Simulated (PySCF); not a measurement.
Dipole moment and polarisability across levels of theory

Compound: C3H13NSi2.
SMILES: `CN(C)[SiH2]C[SiH3]`

PySCF, dipoles from the SCF density, polarisabilities from static response with core orbitals frozen. Isolated species at its PBE0-D3(BJ)/def2-SVP geometry (one conformer only).

Q: Compare the levels for these properties.

A: 

```
              level  μ (D)  α (au)  anisotropy (au)
CAM-B3LYP/def2-SVPD  1.457  101.52            32.12
  wB97X-D/def2-SVPD  1.500  101.51            32.24
  LC-wPBE/def2-SVPD  1.500   98.98            30.74
        PBE0/6-31G*  1.515   84.19            29.05
       PBE0/6-31+G*  1.469   94.64            29.22
      PBE0/def2-SVP  1.534   90.04            28.22
   PBE0/aug-cc-pVDZ  1.462  105.64            35.36
     PBE0/def2-TZVP  1.553   99.64            33.26
```

The anisotropy is √(½[(α1 − α2)² + (α2 − α3)² + (α3 − α1)²]). The dipole runs from 1.46 D (CAM-B3LYP/def2-SVPD) to 1.55 D (PBE0/def2-TZVP). No reference polarisability is at hand; against PBE0 in the largest diffuse basis at hand (aug-cc-pVDZ) the other PBE0 rows deviate by 6-31G* -20%, 6-31+G* -10%, def2-SVP -15%, def2-TZVP -6%. With PBE0 the polarisability is 91.29 au without diffuse functions (mean of 6-31G*, def2-SVP and def2-TZVP) and 100.14 au with them (mean of 6-31+G* and aug-cc-pVDZ).
